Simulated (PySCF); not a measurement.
**Iridium: a sound run and one with changed settings**

Sound run: Ir [Xe] 4f14 5d7 6s2, Ir⁺ [Xe] 4f14 5d7 6s1. All numbers are calculated (PySCF 2.14, a scalar-relativistic core potential, in def2-TZVP with the def2 core potential (60 electrons) (6s4p3d1f, 40 functions)). In the sound run the correlated levels freeze 5s2 5p6 outside the core potential. The sound run starts from symmetry-adapted Hartree-Fock orbitals and uses a fine grid where one is needed.

A second run was set up differently.

```tsv
species	method	sound run (hartree)	changed run (hartree)	converged
Ir	MP2	-103.62258	-103.77413	yes
Ir⁺	MP2	-103.31652	-103.46051	yes
```

Ionisation energy of Ir:

| method | sound run (eV) | changed run (eV) |
| --- | --- | --- |
| UHF | 7.025 | 7.025 |
| MP2 | 8.328 | 8.534 |
| SCS-MP2 | 8.454 | 8.554 |

Q: What was changed?
A. all electrons correlated in a valence basis
B. a valence shell is frozen
C. minimal basis
D. level shift left on

A: A. A valence basis has no tight correlating functions, so it recovers only part of the core correlation, and not evenly between atom and ion.
